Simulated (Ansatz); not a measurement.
`C[CH](C)[AlH][OH]` + CH₃SH → `C[S][AlH][OH]` + propane  (ligand exchange at the Al–C bond)

Calculated with Ansatz (gas phase, PBE0-D4/def2-TZVP geometries, no zero-point term in ΔE). CBS: MP2 limit from def2 TZ/QZ plus the TZ coupled-cluster correction, frozen cores. This one scheme is used for every species. DFT in def2-TZVPP. B3LYP here is the variant with VWN-RPA as its local correlation; programs differ in this. One conformer a species, not always the lowest.

`C[CH](C)[AlH][OH]`:

Cartesian coordinates in Å:
```
C 0.180 -0.948 1.410
C 0.473 0.009 0.254
C 0.854 -0.746 -1.018
Al -0.969 1.309 -0.016
O -1.257 1.843 -1.605
H -0.662 -1.610 1.179
H -0.069 -0.421 2.336
H 1.040 -1.593 1.622
H 1.341 0.621 0.550
H 0.039 -1.394 -1.356
H 1.088 -0.071 -1.845
H 1.727 -1.390 -0.852
H -1.860 1.901 1.163
H -1.926 2.490 -1.822
```

CH₃SH:

Z-matrix (Å, degrees):
```
C
S 1 1.806
H 1 1.089 2 111.5
H 1 1.089 2 111.5 3 -123.8
H 1 1.090 2 106.2 3 118.1
H 2 1.342 1 97.1 3 61.9
```

`C[S][AlH][OH]`:

```xyz
9

C    -0.539   -1.688   -0.115
S    -1.217    0.004   -0.081
Al    0.617    1.154    0.096
O     0.580    2.842    0.172
H     0.550   -1.689   -0.054
H    -0.942   -2.245    0.729
H    -0.843   -2.168   -1.044
H     2.008    0.418    0.157
H    -0.213    3.374    0.142
```

`CCC`:

Z-matrix (Å, degrees):
```
C
C 1 1.519
H 1 1.094 2 111.1
H 1 1.094 2 111.1 3 119.5
H 1 1.093 2 111.7 3 -120.3
C 2 1.519 1 112.7 3 -59.7
H 2 1.095 1 109.5 3 178.2
H 2 1.095 1 109.5 3 62.4
H 6 1.094 2 111.0 1 59.7
H 6 1.093 2 111.7 1 -180.0
H 6 1.094 2 111.1 1 -59.7
```

CCSD(T)/CBS gives -1.39 eV.

Q: Another level gave -1.42 eV. Which?
A. B3LYP-D4/def2-TZVPP
B. RPA@PBE/def2-TZVPP
C. HF/def2-TZVPP
D. r2SCANh-D4/def2-TZVPP

A: D. r2SCANh-D4 -1.42, B3LYP-D4 -1.37, RPA@PBE/def2-TZVPP -1.30, HF/def2-TZVPP -1.49 eV.

Largest T1 diagnostic among the species: 0.012.

At CCSD(T), def2-SVP lies +0.04 eV from the extrapolated value and def2-TZVPP +0.02 eV. From PBE to PBE0 (25 % exact exchange), in def2-TZVPP and without D4, ΔE moves by −0.03 eV.
